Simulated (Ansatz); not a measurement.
Basis-set series for `[AlH2][CH2][SiH2][GeH3]`. Charge 0, multiplicity 1. All single points use the PBE0-D4/def2-TZVP geometry. It is one conformer, not always the lowest.

Z-matrix (Å, degrees):
```
C
Si 1 1.856
Al 1 1.982 2 105.9
H 1 1.095 2 111.2 3 -121.9
H 1 1.095 2 110.1 3 118.5
Ge 2 2.388 1 100.0 3 -36.1
H 2 1.487 1 112.3 3 77.6
H 2 1.490 1 117.5 3 -155.6
H 3 1.589 1 120.4 2 135.2
H 3 1.592 1 116.5 2 -60.2
H 6 1.534 2 120.9 1 134.2
H 6 1.594 2 100.6 1 21.0
H 6 1.537 2 116.7 1 -88.5
```

```csv
functional,basis,functions,energy (Eh),HOMO (eV),LUMO (eV)
PBE0-D4,def2-SVP,127,-2651.42681,-7.66,-0.83
PBE0-D4,def2-TZVPP,289,-2651.92127,-7.66,-0.92
ωB97M-V,def2-SVP,127,-2651.76644,-9.75,0.97
ωB97M-V,def2-TZVPP,289,-2652.26494,-9.78,0.75
```

Problem. Give the rows for def2-QZVPP. (Best estimate.)

Solution. Computed: 
```json
{"functional": "PBE0-D4", "basis": "def2-QZVPP", "functions": "556", "energy (Eh)": "-2651.98615", "HOMO (eV)": "-7.66", "LUMO (eV)": "-0.99"}
{"functional": "ωB97M-V", "basis": "def2-QZVPP", "functions": "556", "energy (Eh)": "-2652.32786", "HOMO (eV)": "-9.78", "LUMO (eV)": "0.49"}
```

Positive LUMOs are unbound and depend on the basis. Scalar relativity is left out up to krypton.
